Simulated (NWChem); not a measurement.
System: hexafluorodisilane (Si2F6); SMILES F[Si](F)([Si](F)(F)F)F

```xyz
8

F     -1.4976     0.0373    -1.7195
Si     0.0000     0.0000    -1.1580
F      0.7811     1.2783    -1.7195
F      0.7165    -1.3156    -1.7195
Si     0.0000     0.0000     1.1580
F     -0.7085     1.3200     1.7195
F     -0.7889    -1.2735     1.7195
F      1.4974    -0.0464     1.7195
```
Atoms are numbered in this order, from 1.

Results from NWChem. Pople sets run with spherical d functions. All runs use the structure optimised with PBE0/def2-SVP.

**Question.** Estimate the computed values for Hartree-Fock/6-311G**. Quantities: highest occupied level (eV); orbital gap (eV).

**Answer.** 
```yaml
highest occupied level (eV): -14.62
orbital gap (eV): 16.89
```
